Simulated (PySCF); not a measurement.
Compound: CH10NSi3 (doublet state).
Cartesian coordinates in Å at the GFN2-xTB level; atoms count from 1:
```
atom  x, y, z in Å
N1    -1.3708    0.0095    1.6199
Si2   -2.0343   -0.2146    0.0495
Si3   -0.2432   -0.9108   -1.2740
C4     1.0996    0.3362   -1.1382
Si5    2.3059    0.5499    0.2574
H6    -0.4736    0.4548    1.7235
H7    -1.9718    0.2626    2.3871
H8    -3.0891   -1.2144    0.2483
H9    -2.6974    0.9801   -0.5110
H10    0.2162   -2.2393   -0.8489
H11   -0.7133   -1.0319   -2.6641
H12    1.0593    1.1586   -1.8434
H13    1.7771    1.4644    1.2944
H14    3.5589    1.1396   -0.2270
H15    2.5718   -0.7368    0.9046
```

The hyperfine couplings belong to this conformer and change with its torsions.

As a line formula: `N[SiH2][SiH2][CH][SiH3]` [radical].

The calculation used UKS B3LYP, pcH-1 on C H N Si, non-relativistic, mean-field spin-orbit, GIAO in PySCF. Geometry: GFN2-xTB, one conformer, isolated molecule. A GFN2-xTB geometry isn't a minimum of the functional, and hyperfine couplings can be far from their values at a DFT geometry. No stability test was run, so a lower SCF solution isn't excluded.

(1) The isotropic 29Si couplings are -80.9, +45.9, +42.5 MHz. Assign them to Si2; Si3; Si5.

(2) Match the computed a_iso(1H) values -50.4, +43.4, +30.2, +10.9, +0.1 MHz (means over equivalent nuclei) with the sites H6/H7; H8/H9; H10/H11; H12; H13/H14/H15.

Answers

(1) 
| site | a_iso (MHz) | ρ(0) (bohr⁻³) | position | distance from C4 (Å) | spin population | largest \|T\| (MHz) |
| --- | --- | --- | --- | --- | --- | --- |
| Si2 | -80.9 | +0.0911 | 2 bonds from C4 | 3.40 | +0.07 | 18.4 |
| Si3 | +45.9 | -0.0518 | 1 bond from C4 | 1.84 | -0.06 | 2.1 |
| Si5 | +42.5 | -0.0479 | 1 bond from C4 | 1.86 | -0.04 | 2.2 |

(2) 
| site | a_iso (MHz) | ρ(0) (bohr⁻³) | position | distance from C4 (Å) | bound to | spin population there | largest \|T\| (MHz) |
| --- | --- | --- | --- | --- | --- | --- | --- |
| H6/H7 | +0.1 | 0.0000 | 4 bonds from C4 | 3.97 | N1 | 0.00 | 2.9 |
| H8/H9 | +10.9 | +0.0024 | γ, 3 bonds from C4 | 4.29 | Si2 | +0.07 | 2.4 |
| H10/H11 | +30.2 | +0.0068 | β, 2 bonds from C4 | 2.74 | Si3 | -0.06 | 4.8 |
| H12 | -50.4 | -0.0113 | α, 1 bond from C4 | 1.08 | C4 | +0.95 | 34.0 |
| H13/H14/H15 | +43.4 | +0.0097 | β, 2 bonds from C4 | 2.75 | Si5 | -0.04 | 5.0 |

ρ(0) is the spin density at the nucleus and T the dipolar tensor; a_iso includes a spin–orbit part; entries for several nuclei are means. The Mulliken spin populations are largest on C4 (+0.95) and Si2 (+0.07). C4 is the only atom above +0.15. The angles at C4 add up to 358.7°, so it is planar; its axial dipolar tensor and the negative coupling of its proton fit spin in a p orbital normal to that plane.

Class means assume fast exchange of nuclei equivalent by connectivity; if that motion is slow, each nucleus keeps its own coupling. The three 1H nuclei of mean +43.4 MHz run from 7.5 to 91.6 MHz in the frozen geometry. The 1H value of +10.9 MHz is a mean of couplings from 2.5 to 19.3 MHz in this one geometry, not an average over conformers.

Hardware: x86-64 server, one thread, shared host. Cost: 45 s wall.
